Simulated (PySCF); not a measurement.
A PySCF script (with the pyscf-properties extension) for the NMR shieldings of SMILES CB1SCC(CF)CS1, C$_{5}$H$_{10}$BFS$_{2}$, on a GFN2-xTB geometry:

```python
import basis_set_exchange as bse
import numpy as np
from pyscf import gto, dft
from pyscf.prop import nmr

atoms = """
C     3.401473    0.325077   -0.883640
B     1.890714    0.191419   -0.426474
S     0.923871    1.694963   -0.365805
C    -0.742819    1.223757    0.245862
C    -1.202946   -0.156469   -0.204302
C    -2.701277   -0.313958    0.072172
F    -2.957576   -0.214572    1.416387
C    -0.438474   -1.258231    0.517818
S     1.298625   -1.453242   -0.043506
H     3.742044   -0.541408   -1.447249
H     3.577451    1.214169   -1.485598
H     4.053627    0.402034   -0.013038
H    -1.402045    1.998841   -0.145118
H    -0.728623    1.291078    1.334228
H    -1.060996   -0.258604   -1.286471
H    -3.059884   -1.298702   -0.244624
H    -3.282374    0.473322   -0.418914
H    -0.893966   -2.230374    0.330393
H    -0.426629   -1.079848    1.593491
"""
names = dict.fromkeys(["C", "B", "S", "F", "H"], "pcSseg-1")
basis = {el: gto.basis.parse(bse.get_basis(n, elements=[el], fmt="nwchem")) for el, n in names.items()}
mol = gto.M(atom=atoms, basis=basis, charge=0, verbose=0)
mf = dft.RKS(mol, xc="PBE0")
mf.grids.level = 2
mf.grids.alignment = dft.numint.BLKSIZE   # the property module wants whole blocks of grid points
mf.conv_tol = 1e-9
mf.kernel()

calc = nmr.RKS(mf)   # GIAO
C = mf.mo_coeff
Co = C[:, mf.mo_occ > 0]
resp = mf.gen_response(singlet=True, hermi=2)
def vind(x):   # induced exchange potential for any number of trial vectors
    d = np.einsum("pi,xij,qj->xpq", C, 2 * x.reshape(-1, C.shape[1], Co.shape[1]), Co, optimize=True)
    return np.einsum("xpq,pi,qj->xij", resp(d - d.transpose(0, 2, 1)), C, Co, optimize=True).ravel()
mo1, _ = nmr.rhf.solve_mo1(calc, with_cphf=vind)
sigma = calc.kernel(mo1)
for i, s in enumerate(sigma):   # ppm
    print("%2d %-2s %9.2f" % (i, mol.atom_pure_symbol(i), np.trace(s) / 3))
```

Problem. What does it print?

Solution. 
```
 0 C     178.83
 1 B      40.51
 2 S     454.83
 3 C     151.46
 4 C     144.53
 5 C      94.53
 6 F     436.62
 7 C     151.68
 8 S     456.76
 9 H      30.86
10 H      30.88
11 H      30.92
12 H      29.13
13 H      28.65
14 H      30.26
15 H      26.94
16 H      26.94
17 H      29.13
18 H      28.69
```

These numbers come from an equivalent density-fitted implementation of the same equations, which agrees with the script to about 0.01 ppm for H and up to a few tenths of a ppm for heavy atoms, so last digits may differ.

Size and cost of the density-fitted run: 217 basis functions, 95 s wall time on 1 thread of an Arm Neoverse N1, shared host; peak memory 1 GiB.
